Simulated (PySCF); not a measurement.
Atomic charges by several schemes

Compound: C7H12PSi (charge -1).
Z-matrix (Å and degrees, GFN2-xTB geometry), rows numbered from 1:
```
C 
C   1  1.5291
C   2  1.5001  1  111.63
P   3  1.7468  2  122.12  1   101.59
C   4  1.7501  3   89.54  2  -177.77
C   5  1.3720  4  113.25  3    -0.04
C   6  1.5000  5  123.29  4   179.62
C   3  1.3998  2  124.86  1   -76.09
Si  8  1.8455  3  125.73  2    -2.03
H   1  1.0922  2  111.23  3  -178.50
H   1  1.0882  2  110.00  3    60.95
H   1  1.0886  2  109.64  3   -58.11
H   2  1.0944  1  108.87  3   120.33
H   2  1.0962  1  108.96  3  -122.06
H   5  1.0830  4  122.24  3   179.90
H   7  1.0922  6  111.12  5   122.32
H   7  1.0908  6  110.41  5     2.03
H   7  1.0931  6  111.02  5  -118.15
H   9  1.4858  8  114.66  3   101.05
H   9  1.4762  8  115.06  3   -19.83
H   9  1.4807  8  113.62  3  -139.41
```

Density: PBE0/pcSseg-1 (PySCF); schemes: Mulliken, IAO, Hirshfeld and ESP-fitted. One conformer (not necessarily the lowest) at the GFN2-xTB geometry, without solvent, vibrations or thermal averaging. The pcSseg-1 basis has no diffuse functions, a weakness for an anion.

**Question.** What partial charge does each atom carry?

**Answer.** In e:

| atom | environment | Mulliken | IAO | Hirshfeld | ESP-fitted |
| --- | --- | --- | --- | --- | --- |
| C1 | methyl carbon | -0.258 | -0.406 | -0.131 | -0.258 |
| C2 | benzylic-type carbon | -0.160 | -0.242 | -0.087 | +0.305 |
| C3 | substituted aromatic carbon | -0.486 | -0.250 | -0.102 | -0.276 |
| P4 | phosphorus bonded to 2 C | +0.131 | +0.025 | -0.198 | -0.467 |
| C5 | aromatic CH carbon | -0.371 | -0.455 | -0.198 | -0.240 |
| C6 | substituted aromatic carbon | -0.269 | -0.045 | -0.058 | +0.075 |
| C7 | benzylic-type carbon | -0.148 | -0.416 | -0.135 | -0.617 |
| C8 | substituted aromatic carbon | -0.260 | -0.389 | -0.172 | -0.040 |
| Si9 | SiH3 silicon | +0.456 | +0.551 | +0.241 | +0.237 |
| H10 | methyl hydrogen | +0.066 | +0.107 | +0.015 | -0.001 |
| H11 | methyl hydrogen | +0.112 | +0.128 | +0.026 | +0.060 |
| H12 | methyl hydrogen | +0.098 | +0.137 | +0.025 | +0.076 |
| H13 | methylene hydrogen | +0.088 | +0.121 | +0.018 | -0.010 |
| H14 | methylene hydrogen | +0.101 | +0.115 | +0.016 | -0.071 |
| H15 | aromatic hydrogen | +0.020 | +0.111 | -0.001 | +0.141 |
| H16 | methyl hydrogen | +0.105 | +0.125 | +0.020 | +0.159 |
| H17 | methyl hydrogen | +0.085 | +0.126 | +0.025 | +0.134 |
| H18 | methyl hydrogen | +0.102 | +0.122 | +0.021 | +0.163 |
| H19 | Si–H hydrogen | -0.138 | -0.166 | -0.116 | -0.138 |
| H20 | Si–H hydrogen | -0.133 | -0.145 | -0.101 | -0.095 |
| H21 | Si–H hydrogen | -0.140 | -0.153 | -0.109 | -0.134 |

Mean size of the charges over all atoms: IAO 0.206 e, Mulliken 0.178 e, ESP-fitted 0.176 e, Hirshfeld 0.086 e. Each set sums to the total charge, -1, to within 0.001 e. The Mulliken scheme gives each basis function's population to the atom it is centred on and halves the overlap population of two atoms between them.

Lowest charge. The schemes don't all agree: Mulliken C3 (-0.486); IAO C5 (-0.455); Hirshfeld P4 and C5 (-0.198); ESP-fitted C7 (-0.617).

Highest charge. The schemes don't all agree: Mulliken Si9 (+0.456); IAO Si9 (+0.551); Hirshfeld Si9 (+0.241); ESP-fitted C2 (+0.305).

**Question.** How closely do the schemes follow one another over all atoms?

**Answer.** Correlation coefficient and root-mean-square difference: IAO with Hirshfeld 0.89, 0.164 e; Mulliken with IAO 0.89, 0.113 e; Mulliken with Hirshfeld 0.78, 0.147 e; Hirshfeld with ESP-fitted 0.68, 0.173 e; IAO with ESP-fitted 0.59, 0.214 e; Mulliken with ESP-fitted 0.43, 0.233 e.

**Question.** Sum the charges by element, for elements with more than one atom.

**Answer.** 
```json
{"element": "C", "atoms": "7", "Mulliken": "-1.953", "IAO": "-2.205", "Hirshfeld": "-0.882", "ESP-fitted": "-1.052"}
{"element": "H", "atoms": "12", "Mulliken": "+0.366", "IAO": "+0.628", "Hirshfeld": "-0.162", "ESP-fitted": "+0.283"}
```

The run behind these numbers computed NMR shieldings as well. Rough CPU time on one thread of a shared machine: about 2.4 min.
